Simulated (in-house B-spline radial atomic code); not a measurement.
## Ionising La with different functionals

Computed with a radial B-spline atomic code at the basis-set limit: four-component Dirac-Coulomb Hamiltonian, Fermi nucleus of rms radius 4.855 fm, spin-restricted, spherical fractional occupations for the functionals, and exact exchange of hybrids averaged over the configuration. The ionisation energy is the difference of two self-consistent energies, [Xe] 5d1 6s2 → [Xe] 5d2, without Breit or QED terms; ε is the level of the shell that loses the electron (mean over j). The two configurations differ by more than the removed electron. The electron is taken from both j subshells in proportion to 2j + 1, so the result is a j average, not the step between ground levels.

```
   method                    rung  ΔSCF (eV)  -ε(6s) (eV)
BHandHLYP           global hybrid       5.66         4.47
    B97-1           global hybrid       5.82         3.98
CAM-B3LYP  range-separated hybrid          ?            ?
    HSE06  range-separated hybrid          ?            ?
```

Problem. What does HSE06 give?

Solution. ΔSCF 5.88 eV, and -ε(6s) = 3.85 eV.

Problem. What does CAM-B3LYP give?

Solution. ΔSCF 5.82 eV, and -ε(6s) = 4.88 eV.

Problem. Among the functionals, which spreads more, the ΔSCF values or the orbital energies?

Solution. The orbital energies: ΔSCF values span about 0.22 eV and the orbital energies 1.03 eV; here energy differences depend much less on the functional than eigenvalues do.

Problem. How do they compare with the NIST value?

Solution. NIST lists 5.577 eV (measured, ground level to ground level). Errors run from +0.09 to +0.30 eV; BHandHLYP is closest (+0.09 eV), but part of that can be cancellation, since the calculations leave out Breit-QED terms, spin polarisation, the choice among j levels, multiplet and fine-structure energies.
